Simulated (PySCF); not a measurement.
CH₉GeNO₃Si, singlet, at a GFN2-xTB geometry, atoms displaced at random by about 0.08 Å a coordinate; HF/STO-3G, gradient (PySCF).

The PySCF input:
```python
from pyscf import gto, scf

mol = gto.M(
    atom='''
Si   -1.193374   -0.019753    0.024776
O    -0.715995    1.358664   -0.672155
O    -2.057128    0.339443    1.296191
O    -2.243166   -0.670933   -0.894804
N     0.222391   -0.523412    0.314455
C     0.276700   -2.072093    0.914103
Ge    1.671447    0.279166   -0.268243
H    -1.251677    2.087735   -1.233127
H    -1.739278    0.879185    2.136603
H    -2.950289   -1.365014   -0.572685
H    -0.158303   -2.066329    1.722381
H     1.160770   -2.294124    0.954286
H    -0.104758   -2.709744    0.002679
H     2.926426   -0.626296    0.216210
H     1.635384    0.508408   -1.655583
H     1.870078    1.637591    0.532704
''',
    basis='sto-3g',
    charge=0,
    spin=0,
    verbose=3,
)

mf = scf.RHF(mol)
mf.conv_tol = 1e-11
mf.kernel()
g = mf.nuc_grad_method()
grad = g.kernel()
```

It wrote (shortened):

```
converged SCF energy = -2655.19118432574
--------------- RHF gradients ---------------
         x                y                z
0 Si     0.0848654795    -0.1115257597    -0.0076449985
1 O     0.0119661128    -0.0937277142     0.0662278869
2 O     0.0281981061    -0.0407304151    -0.1151954017
3 O     0.1050413988     0.1007606119     0.0472974338
4 N    -0.1423172681     0.1673808372    -0.0613036517
5 C     0.1154190358    -0.1378469631     0.3361705888
6 Ge    -0.0493603940    -0.0159165433    -0.0655076729
7 H    -0.0315453098     0.0773634085    -0.0533763947
8 H     0.0099995205     0.0430096894     0.0732508851
9 H    -0.0567916522    -0.0537297711     0.0147017791
10 H     0.1221718338     0.0164201628    -0.2028850225
11 H    -0.2408530280     0.0594675628    -0.0278249625
12 H    -0.0016324525    -0.0242162598    -0.0678107548
13 H     0.0454883071    -0.0308973750     0.0242165595
14 H    -0.0065669304     0.0018562725     0.0113708808
15 H     0.0059172405     0.0423322562     0.0283128453
----------------------------------------------
```
